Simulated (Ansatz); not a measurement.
Compare A (`FC[SiH](F)F`) with its isomer B (`FC(F)(F)[SiH3]`).

Isolated molecules relaxed with PBE0-D4/def2-TZVP in Ansatz; ΔE leaves out vibrations. CBS: MP2 limit from def2 TZ/QZ plus the TZ coupled-cluster correction, frozen cores. DFT in def2-TZVPP. B3LYP here is the variant with VWN-RPA as its local correlation; programs differ in this. Each species was taken in one conformer, which may not be the lowest.

Task: Which is lower in electronic energy at CCSD(T)/CBS, and by how much? (Estimate.)

Result: Computed: A, by 374.9 kJ/mol.

Task: Give E(B) − E(A) in kJ/mol with BLYP-D4, MP2/def2-TZVPP, CCSD(T)/def2-SVP, CCSD/def2-TZVPP, r2SCAN-D4, HF/def2-TZVPP, B3LYP-D4. (Estimate.)

Result: Computed: BLYP-D4 350.6, MP2/def2-TZVPP 381.3, CCSD(T)/def2-SVP 299.9, CCSD/def2-TZVPP 368.6, r2SCAN-D4 351.7, HF/def2-TZVPP 371.4, B3LYP-D4 359.5. None reverses the order clearly.

Task: Does the order hold for the free energy at 298.15 K (harmonic terms from PBE0-D4)? (An estimate is asked.)

Result: Computed: Yes: G(B) − G(A) = +363.9 kJ/mol, for one conformer each.

Largest T1 diagnostic: 0.013.

From BLYP to BHLYP (50 % exact exchange), in def2-TZVPP and without D4, E(B) − E(A) moves by +19.8 kJ/mol. Leaving LDA and LC-ωPBE aside and taking each functional with its dispersion term where it has one, the values, not all of them listed here, spread over 37.0 kJ/mol, from PBE-D4 to BHLYP-D4. LDA lies −12.8 kJ/mol from PBE without D4.
